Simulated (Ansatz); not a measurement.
Input file for Ansatz (a program for electronic structure): R-B3LYP-D3(BJ)/def2-TZVP on Cl2H5NSi2 (SMILES [SiH3]N[SiH](Cl)Cl).

Ansatz 0.2 input:
```yaml
crystal:
  periodic: [false, false, false]
  atoms:
    - {symbol: Si, position_ang: [1.27010000, -0.00720000, 0.29680000]}
    - {symbol: N, position_ang: [0.04700000, 0.03430000, -0.86280000]}
    - {symbol: Si, position_ang: [-1.45260000, 0.15080000, -0.09900000]}
    - {symbol: Cl, position_ang: [2.91370000, -0.87570000, -0.55150000]}
    - {symbol: Cl, position_ang: [1.87170000, 1.85650000, 0.86410000]}
    - {symbol: H, position_ang: [0.91480000, -0.82160000, 1.48240000]}
    - {symbol: H, position_ang: [0.08510000, -0.82190000, -1.40330000]}
    - {symbol: H, position_ang: [-1.65990000, -1.07820000, 0.69740000]}
    - {symbol: H, position_ang: [-2.47340000, 0.19770000, -1.16520000]}
    - {symbol: H, position_ang: [-1.51650000, 1.36540000, 0.74120000]}
basis:
  gaussian:
    orbitals: def2-TZVP
hamiltonian:
  xc: b3lyp
  dispersion: d3bj
relax: {f_tol: 0.004, max_steps: 120}
scf: {lower_state_search: off}
```

Output:

```
WARN ansatz: RAYON_NUM_THREADS=4 ignored (pool sized by the plan → 4); use --threads N
Functional definition: B3LYP
these checks for a lower state are left out or cut short: stability, starts, cluster_reference, orbital_swaps, neighbouring_geometries, increment
integrals: 0.17 GiB planned
1423 factors; their error is unknown
mean field: 1.45 GiB planned
mean field evaluation 1: about -42372.0216 eV, gradient 6.5e1 eV
mean field evaluation 2: about -42357.0749 eV, gradient 9.9e1 eV
mean field evaluation 4: about -42379.6146 eV, gradient 4.4e0 eV
mean field evaluation 8: about -42379.7613 eV, gradient 1.8e-1 eV
mean field evaluation 16: about -42379.7613 eV, gradient 8.8e-5 eV
mean field -42379.76130216 eV, -1557.4275018205 hartree, gradient 1.6e-6 eV, S^2 0.000000; 0 other end points of the search recorded, 0 dependent functions left out
the calculation of the forces begins
reference -42379.76161143 eV, -1557.4275131860 hartree; 37, 37 occupied and 172, 172 virtual orbitals, 1423 factors
relax step   1: F+E_penalty+E_count = -42380.36272694 eV  Δ(F+E_penalty+E_count) = +0.000e0 eV  max|allowed force component| = 2.266e0 eV/Å  Δτ_max = 0.0000 Å  (18 SCF iters, accepted)
these checks for a lower state are left out or cut short: stability, starts, cluster_reference, orbital_swaps, neighbouring_geometries, increment
integrals: 0.17 GiB planned
1423 factors; their error is unknown
mean field: 1.44 GiB planned
mean field -42380.04053123 eV, -1557.4377632996 hartree, gradient 8.4e-7 eV, S^2 0.000000; 0 other end points of the search recorded, 0 dependent functions left out
the calculation of the forces begins
reference -42380.04084400 eV, -1557.4377747935 hartree; 37, 37 occupied and 172, 172 virtual orbitals, 1423 factors
relax step   2: F+E_penalty+E_count = -42380.62405594 eV  Δ(F+E_penalty+E_count) = -2.613e-1 eV  max|allowed force component| = 9.598e-1 eV/Å  Δτ_max = 0.1505 Å  (20 SCF iters, accepted)
these checks for a lower state are left out or cut short: stability, starts, cluster_reference, orbital_swaps, neighbouring_geometries, increment
integrals: 0.17 GiB planned
1423 factors; their error is unknown
mean field: 1.44 GiB planned
mean field evaluation 32: about -42380.1357 eV, gradient 1.8e-3 eV
mean field -42380.13569360 eV, -1557.4412604521 hartree, gradient 3.0e-6 eV, S^2 0.000000; 0 other end points of the search recorded, 0 dependent functions left out
the calculation of the forces begins
reference -42380.13600786 eV, -1557.4412720008 hartree; 37, 37 occupied and 172, 172 virtual orbitals, 1423 factors
relax step   3: F+E_penalty+E_count = -42380.70971691 eV  Δ(F+E_penalty+E_count) = -8.566e-2 eV  max|allowed force component| = 7.398e-1 eV/Å  Δτ_max = 0.1080 Å  (19 SCF iters, accepted)
these checks for a lower state are left out or cut short: stability, starts, cluster_reference, orbital_swaps, neighbouring_geometries, increment
integrals: 0.17 GiB planned
1423 factors; their error is unknown
mean field: 1.44 GiB planned
mean field -42380.22239317 eV, -1557.4444466026 hartree, gradient 1.6e-6 eV, S^2 0.000000; 0 other end points of the search recorded, 0 dependent functions left out
the calculation of the forces begins
reference -42380.22270757 eV, -1557.4444581563 hartree; 37, 37 occupied and 172, 172 virtual orbitals, 1423 factors
relax step   4: F+E_penalty+E_count = -42380.79463179 eV  Δ(F+E_penalty+E_count) = -8.491e-2 eV  max|allowed force component| = 5.354e-1 eV/Å  Δτ_max = 0.2000 Å  (26 SCF iters, accepted)
these checks for a lower state are left out or cut short: stability, starts, cluster_reference, orbital_swaps, neighbouring_geometries, increment
integrals: 0.17 GiB planned
1423 factors; their error is unknown
mean field: 1.43 GiB planned
mean field -42380.23498038 eV, -1557.4449091741 hartree, gradient 1.6e-6 eV, S^2 0.000000; 0 other end points of the search recorded, 0 dependent functions left out
the calculation of the forces begins
reference -42380.23529731 eV, -1557.4449208209 hartree; 37, 37 occupied and 172, 172 virtual orbitals, 1423 factors
relax step   5: F+E_penalty+E_count = -42380.79569130 eV  Δ(F+E_penalty+E_count) = -1.060e-3 eV  max|allowed force component| = 6.622e-1 eV/Å  Δτ_max = 0.1882 Å  (26 SCF iters, accepted)
these checks for a lower state are left out or cut short: stability, starts, cluster_reference, orbital_swaps, neighbouring_geometries, increment
integrals: 0.17 GiB planned
1423 factors; their error is unknown
mean field: 1.44 GiB plann
[...]
tal_swaps, neighbouring_geometries, increment
integrals: 0.17 GiB planned
1423 factors; their error is unknown
mean field: 1.44 GiB planned
mean field evaluation 160: about -42380.2977 eV, gradient 1.8e-3 eV
mean field -42380.29767272 eV, -1557.4472130748 hartree, gradient 1.7e-6 eV, S^2 0.000000; 0 other end points of the search recorded, 0 dependent functions left out
the calculation of the forces begins
reference -42380.29798649 eV, -1557.4472246059 hartree; 37, 37 occupied and 172, 172 virtual orbitals, 1423 factors
relax step  21: F+E_penalty+E_count = -42380.86171604 eV  Δ(F+E_penalty+E_count) = -2.709e-4 eV  max|allowed force component| = 3.965e-2 eV/Å  Δτ_max = 0.0422 Å  (20 SCF iters, accepted)
these checks for a lower state are left out or cut short: stability, starts, cluster_reference, orbital_swaps, neighbouring_geometries, increment
integrals: 0.17 GiB planned
1423 factors; their error is unknown
mean field: 1.43 GiB planned
mean field -42380.29787797 eV, -1557.4472206176 hartree, gradient 1.7e-6 eV, S^2 0.000000; 0 other end points of the search recorded, 0 dependent functions left out
the calculation of the forces begins
reference -42380.29819195 eV, -1557.4472321562 hartree; 37, 37 occupied and 172, 172 virtual orbitals, 1423 factors
relax step  22: F+E_penalty+E_count = -42380.86184589 eV  Δ(F+E_penalty+E_count) = -1.298e-4 eV  max|allowed force component| = 1.685e-2 eV/Å  Δτ_max = 0.0362 Å  (20 SCF iters, accepted)
these checks for a lower state are left out or cut short: stability, starts, cluster_reference, orbital_swaps, neighbouring_geometries, increment
integrals: 0.17 GiB planned
1423 factors; their error is unknown
mean field: 1.44 GiB planned
mean field -42380.29801554 eV, -1557.4472256734 hartree, gradient 1.9e-6 eV, S^2 0.000000; 0 other end points of the search recorded, 0 dependent functions left out
the calculation of the forces begins
reference -42380.29832952 eV, -1557.4472372119 hartree; 37, 37 occupied and 172, 172 virtual orbitals, 1423 factors
relax step  23: F+E_penalty+E_count = -42380.86191245 eV  Δ(F+E_penalty+E_count) = -6.656e-5 eV  max|allowed force component| = 1.081e-2 eV/Å  Δτ_max = 0.0047 Å  (13 SCF iters, accepted)
these checks for a lower state are left out or cut short: stability, starts, cluster_reference, orbital_swaps, neighbouring_geometries, increment
integrals: 0.17 GiB planned
1423 factors; their error is unknown
mean field: 1.43 GiB planned
mean field -42380.29838016 eV, -1557.4472390729 hartree, gradient 1.6e-6 eV, S^2 0.000000; 0 other end points of the search recorded, 0 dependent functions left out
the calculation of the forces begins
reference -42380.29869432 eV, -1557.4472506181 hartree; 37, 37 occupied and 172, 172 virtual orbitals, 1423 factors
relax step  24: F+E_penalty+E_count = -42380.86193762 eV  Δ(F+E_penalty+E_count) = -2.517e-5 eV  max|allowed force component| = 6.156e-3 eV/Å  Δτ_max = 0.0085 Å  (22 SCF iters, accepted)
these checks for a lower state are left out or cut short: stability, starts, cluster_reference, orbital_swaps, neighbouring_geometries, increment
integrals: 0.17 GiB planned
1423 factors; their error is unknown
mean field: 1.44 GiB planned
mean field -42380.29834761 eV, -1557.4472378767 hartree, gradient 2.4e-6 eV, S^2 0.000000; 0 other end points of the search recorded, 0 dependent functions left out
the calculation of the forces begins
reference -42380.29866179 eV, -1557.4472494225 hartree; 37, 37 occupied and 172, 172 virtual orbitals, 1423 factors
relax step  25: F+E_penalty+E_count = -42380.86194188 eV  Δ(F+E_penalty+E_count) = -4.256e-6 eV  max|allowed force component| = 4.738e-3 eV/Å  Δτ_max = 0.0025 Å  (13 SCF iters, accepted)
these checks for a lower state are left out or cut short: stability, starts, cluster_reference, orbital_swaps, neighbouring_geometries, increment
integrals: 0.17 GiB planned
1423 factors; their error is unknown
mean field: 1.43 GiB planned
mean field evaluation 192: about -42380.2985 eV, gradient 2.8e-5 eV
mean field -42380.29846532 eV, -1557.4472422026 hartree, gradient 1.6e-6 eV, S^2 0.000000; 0 other end points of the search recorded, 0 dependent functions left out
the calculation of the forces begins
reference -42380.29877957 eV, -1557.4472537510 hartree; 37, 37 occupied and 172, 172 virtual orbitals, 1423 factors
relax step  26: F+E_penalty+E_count = -42380.86194714 eV  Δ(F+E_penalty+E_count) = -5.258e-6 eV  max|allowed force component| = 2.285e-3 eV/Å  Δτ_max = 0.0074 Å  (22 SCF iters, accepted)
these checks for a lower state are left out or cut short: stability, starts, cluster_reference, orbital_swaps, neighbouring_geometries, increment
integrals: 0.17 GiB planned
1423 factors; their error is unknown
mean field: 1.44 GiB planned
mean field -42380.29852813 eV, -1557.4472445106 hartree, gradient 1.6e-6 eV, S^2 0.000000; 0 other end points of the search recorded, 0 dependent functions left out
the calculation of the forces begins
reference -42380.29884242 eV, -1557.4472560608 hartree; 37, 37 occupied and 172, 172 virtual orbitals, 1423 factors
relax step  27: F+E_penalty+E_count = -42380.86194870 eV  Δ(F+E_penalty+E_count) = -1.566e-6 eV  max|allowed force component| = 2.534e-3 eV/Å  Δτ_max = 0.0045 Å  (13 SCF iters, accepted)
these checks for a lower state are left out or cut short: stability, starts, cluster_reference, orbital_swaps, neighbouring_geometries, increment
integrals: 0.17 GiB planned
1423 factors; their error is unknown
mean field: 1.44 GiB planned
mean field -42380.29860695 eV, -1557.4472474073 hartree, gradient 2.0e-6 eV, S^2 0.000000; 0 other end points of the search recorded, 0 dependent functions left out
the calculation of the forces begins
reference -42380.29892132 eV, -1557.4472589601 hartree; 37, 37 occupied and 172, 172 virtual orbitals, 1423 factors
relax step  28: F+E_penalty+E_count = -42380.86195040 eV  Δ(F+E_penalty+E_count) = -1.703e-6 eV  max|allowed force component| = 2.401e-3 eV/Å  Δτ_max = 0.0055 Å  (13 SCF iters, accepted)
these checks for a lower state are left out or cut short: stability, starts, cluster_reference, orbital_swaps, neighbouring_geometries, increment
integrals: 0.17 GiB planned
1423 factors; their error is unknown
mean field: 1.44 GiB planned
mean field -42380.29872377 eV, -1557.4472517004 hartree, gradient 1.6e-6 eV, S^2 0.000000; 0 other end points of the search recorded, 0 dependent functions left out
the calculation of the forces begins
reference -42380.29903827 eV, -1557.4472632581 hartree; 37, 37 occupied and 172, 172 virtual orbitals, 1423 factors
relax step  29: F+E_penalty+E_count = -42380.86195039 eV  Δ(F+E_penalty+E_count) = +9.772e-9 eV  max|allowed force component| = 3.036e-3 eV/Å  Δτ_max = 0.0083 Å  (22 SCF iters, accepted)
Total energy: -42380.86226489 eV, -1557.4679614546 hartree
Atom 0 at     1.443008     0.082631     0.304015 Å, force    -0.000309    -0.001514     0.001464 eV/Å
Atom 1 at     0.019894    -0.325585    -0.532207 Å, force    -0.002299    -0.000393    -0.003036 eV/Å
Atom 2 at    -1.622889    -0.037159    -0.035648 Å, force     0.000599    -0.000286    -0.000350 eV/Å
Atom 3 at     2.944160    -1.193859    -0.280381 Å, force     0.000769     0.002163    -0.000168 eV/Å
Atom 4 at     2.087448     2.001626    -0.091035 Å, force     0.000862    -0.002269     0.000578 eV/Å
Atom 5 at     1.230187    -0.010234     1.750814 Å, force     0.000503     0.001358    -0.000712 eV/Å
Atom 6 at     0.153772    -0.653770    -1.480377 Å, force    -0.000607     0.000830     0.002219 eV/Å
Atom 7 at    -2.424481    -1.275635    -0.160876 Å, force     0.000506     0.000449     0.000418 eV/Å
Atom 8 at    -2.268170     1.017669    -0.851070 Å, force     0.000102    -0.000236     0.000254 eV/Å
Atom 9 at    -1.562930     0.394414     1.376864 Å, force    -0.000127    -0.000101    -0.000667 eV/Å
Dipole moment:    -0.340568    -0.146888    -0.091542 e Å
Checks for a lower state left out: stability, starts, cluster_reference, orbital_swaps, neighbouring_geometries, increment
```

The run converged.

Cost: very roughly 5 core-minutes.
